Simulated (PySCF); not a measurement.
Iron: highly charged ions in a basis for the neutral atom

Fe²⁰⁺ [He] 2s2 2p2, Fe²¹⁺ [He] 2s2 2p1. Calculation: PySCF 2.14, in x2c-TZVPall (6s5p4d1f, 48 functions); scalar relativity by spin-free X2C-1e. No spin-orbit coupling, so a gap to NIST mixes the basis error with missing relativistic terms.

Changed run: basis of the neutral atom used for a highly charged ion. This setting is unsound on purpose.

```tsv
species	method	sound run (hartree)	changed run (hartree)	converged
Fe²⁰⁺	UHF	not run	-939.48859	yes
Fe²⁰⁺	PBE	not run	-939.47623	yes
Fe²¹⁺	UHF	not run	-877.47689	yes
Fe²¹⁺	PBE	not run	-877.47044	yes
```

Ionisation energy of Fe²⁰⁺:

```tsv
method	changed run (eV)	NIST (eV)
UHF	1687.4	1687 ± 1
PBE	1687.3	1687 ± 1
r2SCAN	1689.0	1687 ± 1
```

The contracted functions were made for the neutral atom and can be too rigid for a highly charged ion.
